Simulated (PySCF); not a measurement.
**Telling isomers of C₆H₁₁PSi apart by NMR**

Gas phase, fast rotation and ring inversion assumed for equivalent nuclei, one computed conformer, no relativistic terms. Shieldings: GIAO PBE0/pcSseg-1; coordinates at the GFN2-xTB level; PySCF 2.14.

Referencing at the same level of theory: ¹H, ¹³C vs TMS. Splittings of carbon signals by F and P are missing where no couplings were computed. Where no couplings were computed, multiplicities follow the n + 1 count of equivalent neighbours, and m marks all less simple cases (inequivalent or close neighbours, rings, F or P nearby). Shifts are as computed. Against solution values, carbons near 30 ppm lie about +3 ppm off and those near 130 ppm about +5 ppm. Of 1211 compounds with measured shifts, 218 miss one by over three times the rms of a fit or turn the order of signals round; such compounds aren't used in these exercises.

(1) Tabulate the signals of `Cc1cc([SiH3])c(C)[pH]1`, `[SiH3]CP1C=CCC=C1`, `C#C/P=C/[Si](C)(C)C` and their relative energies.

(2) What is the quickest way to tell [SiH3]CP1C=CCC=C1 from C#C/P=C/[Si](C)(C)C?

(3) What is the quickest way to tell Cc1cc([SiH3])c(C)[pH]1 from [SiH3]CP1C=CCC=C1?

(4) What is the quickest way to tell Cc1cc([SiH3])c(C)[pH]1 from C#C/P=C/[Si](C)(C)C?

Results:

(1) 
```json
{"SMILES": "Cc1cc([SiH3])c(C)[pH]1", "carbon types": "3×C 1×CH 2×CH3", "δC": "169.2, 152.9, 150.0, 145.9, 20.8, 19.9", "δH": "6.97 (m, 1H), 4.92 (m, 1H), 4.30 (s, 3H), 2.39 (m, 3H), 2.37 (m, 3H)", "E rel. (kcal/mol)": "0.0"}
{"SMILES": "[SiH3]CP1C=CCC=C1", "carbon types": "4×CH 2×CH2", "δC": "136.9, 136.9, 33.1, 4.2", "δH": "6.53 (m, 2H), 6.25 (m, 2H), 3.82 (m, 3H), 2.90 (m, 2H), 0.85 (m, 2H)", "E rel. (kcal/mol)": "5.7"}
{"SMILES": "C#C/P=C/[Si](C)(C)C", "carbon types": "1×C 2×CH 3×CH3", "δC": "231.8, 111.5, 96.0, 2.4", "δH": "11.07 (m, 1H), 3.64 (m, 1H), 0.19 (s, 9H)", "E rel. (kcal/mol)": "17.6"}
```

Energies are electronic energies at PBE0/pcSseg-1 on these geometries, without zero-point or thermal terms, each for the one conformer computed, which needn't be the lowest.

(2) Both give the same number of carbon signals, but DEPT or the intensities differ. The first has an allylic sp3 CH2 at 33.1 ppm, the second a carbon double-bonded to a heavier main-group atom (CH) at 231.8 ppm. Their most deshielded carbons lie at 136.9 and 231.8 ppm. In the proton spectra the most deshielded non-exchanging signals are 6.53 (m, 2H) and 11.07 (m, 1H).

(3) Count the carbon signals: 6 against 4. The first has a unsaturated ring carbon (C) at 169.2 ppm, the second an allylic sp3 CH2 at 33.1 ppm. Their most deshielded carbons lie at 169.2 and 136.9 ppm. In the proton spectra the most deshielded non-exchanging signals are 6.97 (m, 1H) and 6.53 (m, 2H).

(4) Count the carbon signals: 6 against 4. The first has a unsaturated ring carbon (C) at 169.2 ppm, the second a carbon double-bonded to a heavier main-group atom (CH) at 231.8 ppm. In the proton spectra the most deshielded non-exchanging signals are 6.97 (m, 1H) and 11.07 (m, 1H).
